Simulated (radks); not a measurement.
The bismuth ion Bi9+ is in [Xe] 4f14 5d6. Calculated with a radial shooting solver on a logarithmic mesh with Libxc functionals: non-relativistic Kohn-Sham, PBE, spin-polarised, spherical densities, point nucleus. Open shells are filled with parallel spins first. One electron is removed from 5s, 5d, 4f, 5p in turn, with full relaxation. Which removal costs least, and what does each cost?

Answer. 5d 164.52 eV; 5p 228.97 eV; 5s 266.79 eV; 4f 330.86 eV. The 5d electron leaves first.
